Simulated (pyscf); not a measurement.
SbH₃ + GeH₂ [singlet] -> H₃Ge–SbH₂, an insertion (singlet surface; H–Sb broken, Ge–Sb, Ge–H formed). Structures and frequencies: ωB97X-D3(BJ)/def2-SVP in PySCF. Correlated levels are frozen-core, on RHF or UHF. ΔMP2 is the change of the MP2 total energy from the triple- to the quadruple-zeta basis. Energies in kJ/mol from the separated reactants.

Small-basis levels: PySCF, no dispersion term, spherical d functions. AM1 to PM7: differences of heats of formation from MOPAC, which are fitted to 298 K values and so differ in kind from electronic energies by zero-point and thermal terms. GFN2-xTB: tblite. 

| level | barrier | reaction energy |
|---|---|---|
| MP2/6-31G*+LANL2DZ | 39.2 | -188.9 |
| SVWN5/6-31G*+LANL2DZ | -58.6 | -236.5 |
| PBE/6-31G*+LANL2DZ | -27.4 | -213.6 |
| B3LYP/LANL2DZ | 15.7 | -185.6 |
| B3LYP/6-31G*+LANL2DZ | 15.3 | -187.7 |
| M06-2X/6-31G*+LANL2DZ | -1.9 | -205.8 |
| PBE/def2-SVP | -54.4 | -215.3 |
| GFN2-xTB | -5.2 | -118.5 |
| AM1 | -81.9 | -295.0 |
| PM3 | -73.1 | -294.1 |
| PM6 | -66.4 | -332.5 |
| PM7 | 388.0 | +250.8 |
| CCSD(T)/def2-TZVPP + ΔMP2(QZVPP) | -37.9 | -220.3 |

Against the last row the barrier runs from -43.9 (AM1) to +425.9 kJ/mol (PM7). CCSD(T)/def2-TZVPP + ΔMP2(QZVPP) has limits of its own. On the reactant side the descent ends in an adduct with a Ge–Sb contact, 56.9 kJ/mol under the separated species and 6.4 kJ/mol under the saddle at ωB97X-D3(BJ)/def2-TZVP. At CCSD(T) the saddle lies under the separated reactants, which points to a path from their complex (located at ωB97X-D3(BJ) alone). What is counted as formed (Ge–Sb) is already present as a longer contact in the reactant adduct; forming that adduct is a step of its own. At ωB97X-D3(BJ)/def2-TZVP the barrier from the zero used here is -50.5 kJ/mol. This is the saddle that the search found; another between the same sides may lie lower. The CCSD(T) − MP2 part came from Ansatz, without density fitting, on the same reference. The frozen core leaves the outer d or s,p core shells of the metals and heavy elements correlated in the MP2 and CC values, and def2-TZVPP describes them poorly, which can shift differences by a few kcal/mol. In the def2 sets elements up to Kr have no core potential. In the def2 sets elements past Kr carry core potentials, without spin-orbit coupling.
